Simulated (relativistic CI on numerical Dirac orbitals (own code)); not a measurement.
# Nb⁴⁰⁺: sensitivity of the levels to the model

Base calculation: Dirac-Coulomb-Breit CI, KLI orbitals optimised for each configuration, a model potential for QED.

Configuration list: 1s, 2s, 2p, 3s, 3p, 3d, 4s, 4p, 4d, 4f, 5s, 5p, 5d, 5f, 5g, 6s, 6p, 6d. Levels of other configurations are missing.

Variants: (1) QED terms removed; (2) non-relativistic limit. Shifts of the energy above 1s 2S_1/2, in eV, for the lowest level and the first level of each name with at least 55 % of one term (blank where a level changes its place among those of its configuration and J or its character, or is not in the variant):

```
     Level     Base   Δ(1)    Δ(2)
 1s 2S_1/2      0.0    0.0     0.0
2p 2P°_1/2  17503.2  +17.7  -350.3
 2s 2S_1/2  17505.9  +15.0  -353.0
2p 2P°_3/2  17639.0  +17.4  -486.1
3p 2P°_1/2  20788.2  +17.7  -458.7
 3s 2S_1/2  20789.0  +16.9  -459.5
 3d 2D_3/2  20828.4  +17.7  -498.9
3p 2P°_3/2  20828.5  +17.6  -499.0
 3d 2D_5/2  20841.3  +17.7  -511.8
4p 2P°_1/2  21932.3  +17.7  -491.1
 4s 2S_1/2  21932.7  +17.4  -491.4
 4d 2D_3/2  21949.3  +17.7  -508.0
4p 2P°_3/2  21949.3  +17.7  -508.1
4f 2F°_5/2  21954.7  +17.7  -513.5
```
